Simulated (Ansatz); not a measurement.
Wavefunction ladder for `C[O][Sn]([SH])([SH])[O]C`

Cartesian coordinates in Å:
```
C -1.4298 0.0908 1.7263
O -1.4143 0.0157 0.3175
Sn 0.0980 0.7552 -0.6809
S -0.5502 0.2947 -2.9214
S 0.5929 3.0139 -0.1405
O 1.7214 -0.1659 -0.1138
C 1.8296 -1.5616 -0.2879
H -2.3870 -0.3081 2.0724
H -0.6274 -0.5032 2.1805
H -1.3402 1.1221 2.0894
H -1.6274 -0.3693 -2.4620
H -0.4991 3.4501 -0.7928
H 1.1052 -2.1124 0.3247
H 1.6939 -1.8630 -1.3340
H 2.8345 -1.8590 0.0226
```

Total charge 0; spin multiplicity 1. Correlated methods freeze the filled d shell of Sn. Sn: def2 effective core potential. The geometry is a stationary point of PBE0-D4/def2-TZVP. It is one conformer, not always the lowest. Frozen core, restricted reference, Ansatz.

```json
{"basis": "def2-SVP", "HF (Eh)": "-1238.15279", "MP2 corr.": "-0.98308"}
{"basis": "def2-TZVPP", "HF (Eh)": "-1238.72357", "MP2 corr.": "-1.25237"}
{"basis": "def2-QZVPP", "HF (Eh)": "-1238.76009", "MP2 corr.": "-1.35235"}
```

(1) Estimate the CCSD correlation energy and the (T) correction in each basis where they were run (hartree).

## Answers

(1) 
```csv
basis,CCSD corr.,(T)
def2-SVP,-1.05277,-0.02918
def2-TZVPP,-1.30953,-0.05527
```
